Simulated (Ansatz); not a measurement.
`BC#CN` + CH₃OH → `COC#CN` + BH₃  (substitution at a C–B bond)

Program: Ansatz. Geometries: PBE0-D4/def2-TZVP. ΔE: electronic, gas phase. CCSD(T)/CBS is the MP2 limit (def2-TZVPP, def2-QZVPP) plus CCSD(T) − MP2 in def2-TZVPP, frozen cores. This one scheme is used for every species. DFT in def2-TZVPP. Each species was taken in one conformer, which may not be the lowest.

```tsv
level	ΔE (kcal/mol)	difference from CCSD(T)/CBS
LDA (SPW92)	47.9	2.9
PBE	47.9	2.9
BLYP	47.4	2.4
PBE0	46.6	1.6
r2SCANh	48.1	3.1
r2SCAN0	47.3	2.3
LC-ωPBE	43.2	-1.8
RPA@PBE/def2-TZVPP	42.4	-2.6
HF/def2-SVP	40.2	-4.8
MP2/def2-SVP	41.5	-3.5
CCSD/def2-SVP	40.9	-4.1
CCSD(T)/def2-SVP	41.3	-3.7
CCSD/def2-TZVPP	43.5	-1.5
CCSD(T)/def2-TZVPP	44.0	-1.0
HF/def2-QZVPP	42.0	-3.0
MP2/CBS(def2)	45.3	0.3
CCSD(T)/CBS	45.0	0
```

Largest T1 diagnostic among the species: 0.015.

From r2SCAN to r2SCAN0 (25 % exact exchange), in def2-TZVPP and without D4, ΔE moves by −1.4 kcal/mol. In def2-TZVPP, CCSD(T) changes the Hartree–Fock value by +2.0 kcal/mol (the triples alone add +0.5 kcal/mol) and MP2 by +2.3 kcal/mol. Leaving LDA and LC-ωPBE aside and taking each functional with its dispersion term where it has one, the values, not all of them listed here, spread over 6.4 kcal/mol, from ωB97X-V to B97M-V.
